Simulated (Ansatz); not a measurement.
FH5O3Si2 (`O[SiH](O)[SiH](O)F`), relaxed with RKS PBE-D4/def2-SVP in Ansatz 0.2.0 from a rough embedded geometry. The force threshold is 0.03 eV/Å; the program also tests the step.

Charge 0, multiplicity 1.

Start:

```xyz
11

O    -1.846   -1.093    0.158
Si   -0.421   -0.764   -0.640
O    -0.759    0.287   -1.890
Si    1.189    0.216    0.939
O     0.562    1.556    1.563
F     2.505    0.571    0.144
H    -2.309   -0.323    0.522
H     0.122   -1.963   -1.253
H    -1.232   -0.050   -2.628
H     1.428   -0.798    2.012
H     0.761    2.361    1.073
```

Problem. How much energy does the relaxation release, and in how many steps? (An estimate is asked.)

Solution. The calculation gave: 52.80 kJ/mol, in 15 steps, 1 of them rejected.

Problem. Which bonds change most? (Estimate.)

Solution. Ansatz gave: Si2–Si4 from 2.459 to 2.357 Å; Si4–F6 from 1.578 to 1.645 Å; Si4–O5 from 1.605 to 1.672 Å; Si2–H8 from 1.452 to 1.500 Å.

Problem. Give the relaxed structure. (Best estimate.)

Solution. Computed: 
```xyz
11

O    -1.785   -1.411    0.106
Si   -0.390   -0.760   -0.570
O    -0.658    0.730   -1.348
Si    1.168    0.142    0.951
O     0.763    1.763    0.918
F     2.684   -0.123    0.369
H    -2.150   -0.917    0.862
H     0.031   -1.809   -1.555
H    -1.161    0.719   -2.182
H     1.179   -0.302    2.382
H     0.318    1.967    0.067
```
